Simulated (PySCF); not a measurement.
trans-(1R,2R)-1-chloro-2-ethynylcyclopropane (C5H5Cl), SMILES [C@H]1(Cl)[C@@H](C#C)C1. Geometry: PBE-D3(BJ)/def2-SVP.

Level of theory: PBE-D3(BJ)/def2-SVP run with PySCF.

Harmonic wavenumbers (cm⁻¹): 110, 185, 295, 326, 500, 561, 617, 656, 659, 758, 789, 888, 990, 1011, 1027, 1057, 1087, 1172, 1256, 1329, 1402, 2170, 3066, 3071, 3115, 3176, 3411. Rotational constants (GHz): 4.316, 2.289, 1.652; symmetry number 1.

Problem. Work out the zero-point energy and the ideal-gas rigid-rotor harmonic-oscillator thermochemistry at 298.15 K and 1 atm.

Solution. ZPE = ½ Σ hcν = ½ × 34685 cm⁻¹ = 49.58 kcal/mol. H − E(el) = 54.07 kcal/mol. Entropy in cal/(mol K): translation 39.73, rotation 27.38, vibration 11.72, total 78.84. G − E(el) = 30.57 kcal/mol. Cp = 24.50 cal/(mol K). Modes under 150 cm⁻¹ make the vibrational entropy uncertain.
